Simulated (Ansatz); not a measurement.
`CCc1ccc(CCc2ccc(CC)cc2)cc1` with charge -1, relaxed as a doublet with UKS r2SCAN-D4/def2-SVP in Ansatz, starting from the r2SCAN-D4/def2-SVP geometry of the neutral singlet. Force threshold 0.03 eV/Å.

The highest occupied level of the relaxed charge -1 doublet lies above zero (up to 2.28 eV). By energy differences, losing it releases 0.81 eV (each at its own geometry, to the charge 0 singlet, at PBE0-D4/def2-TZVP). The relaxation made no stability test and no search for a lower SCF solution.

Start:

```xyz
40

C     3.786    4.545    3.106
C     4.126    3.094    3.465
C     3.248    2.102    2.743
C     3.604    1.606    1.479
C     2.770    0.724    0.790
C     1.548    0.305    1.339
C     0.625   -0.607    0.574
C    -0.362    0.169   -0.326
C    -1.281   -0.750   -1.088
C    -2.498   -1.177   -0.533
C    -3.321   -2.077   -1.211
C    -2.957   -2.587   -2.467
C    -3.875   -3.512   -3.227
C    -4.860   -2.752   -4.122
C    -1.741   -2.159   -3.022
C    -0.917   -1.258   -2.344
C     1.188    0.806    2.600
C     2.023    1.688    3.289
H     3.907    4.721    2.025
H     4.437    5.253    3.644
H     2.740    4.779    3.363
H     5.183    2.894    3.221
H     4.022    2.951    4.554
H     4.560    1.906    1.035
H     3.077    0.340   -0.190
H     0.046   -1.235    1.273
H     1.210   -1.297   -0.057
H    -0.949    0.859    0.303
H     0.216    0.797   -1.027
H    -2.803   -0.795    0.448
H    -4.267   -2.395   -0.757
H    -3.274   -4.201   -3.844
H    -4.437   -4.140   -2.513
H    -4.323   -2.136   -4.861
H    -5.491   -2.074   -3.525
H    -5.521   -3.444   -4.668
H    -1.435   -2.541   -4.003
H     0.029   -0.941   -2.797
H     0.243    0.487    3.054
H     1.726    2.054    4.278
```

Task: Estimate the energy that the relaxation releases and the steps that it takes.

Result: 3.0 kcal/mol, in 5 steps; 23 s on 2 threads of AMD EPYC 7R13 on a shared host and a share (18 GiB) of an NVIDIA H100 80GB HBM3. No frequencies were taken in this run, so the end may be a saddle point.

Task: Does the start keep its bonding and symmetry?

Result: By distances, no bond broke or formed. The bond that changes most is C7–C8, from 1.54 to 1.58 Å (atoms count from 1). Point group Cs at the start, Cs at the end, both within 0.05 Å.

Task: Predict the relaxed structure.

Result: 
```xyz
40

C     3.7669    4.5707    3.0886
C     4.1120    3.1185    3.4516
C     3.2602    2.0961    2.7534
C     3.6170    1.5732    1.4819
C     2.8062    0.6654    0.8134
C     1.5782    0.2049    1.3695
C     0.6357   -0.6376    0.5841
C    -0.3584    0.1932   -0.3233
C    -1.2978   -0.6558   -1.1054
C    -2.5179   -1.1284   -0.5416
C    -3.3232   -2.0451   -1.2044
C    -2.9625   -2.5748   -2.4720
C    -3.8714   -3.5062   -3.2236
C    -4.8766   -2.7869   -4.1360
C    -1.7331   -2.1275   -3.0254
C    -0.9268   -1.2109   -2.3637
C     1.2142    0.7484    2.6348
C     2.0260    1.6561    3.3021
H     3.8819    4.7372    2.0047
H     4.4104    5.2984    3.6187
H     2.7170    4.7942    3.3407
H     5.1802    2.9414    3.2157
H     4.0183    2.9988    4.5493
H     4.5674    1.8846    1.0273
H     3.1233    0.2740   -0.1621
H     0.0144   -1.2656    1.2490
H     1.1819   -1.3268   -0.0862
H    -0.9060    0.8824    0.3456
H     0.2613    0.8210   -0.9897
H    -2.8277   -0.7478    0.4404
H    -4.2640   -2.3713   -0.7404
H    -3.2707   -4.2024   -3.8418
H    -4.4346   -4.1406   -2.5108
H    -4.3490   -2.1693   -4.8818
H    -5.5159   -2.1078   -3.5478
H    -5.5327   -3.4947   -4.6773
H    -1.4162   -2.5188   -4.0017
H     0.0202   -0.8954   -2.8209
H     0.2736    0.4225    3.0981
H     1.7182    2.0330    4.2871
```
Bond lengths: 19 × C–C 1.39 to 1.58 Å; 22 × C–H 1.10 to 1.11 Å.
